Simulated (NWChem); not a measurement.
CBrCl$_{2}$F; SMILES FC(Cl)(Cl)Br

Computed with NWChem. Structure relaxed at the PBE0/def2-SVP level.

Task: Predict the results for HCTH/407/def2-SVP. Quantities: highest occupied level (eV); orbital gap (eV); dipole (D).

Result: 
- highest occupied level (eV) = -7.29
- orbital gap (eV) = 4.86
- dipole (D) = 0.25
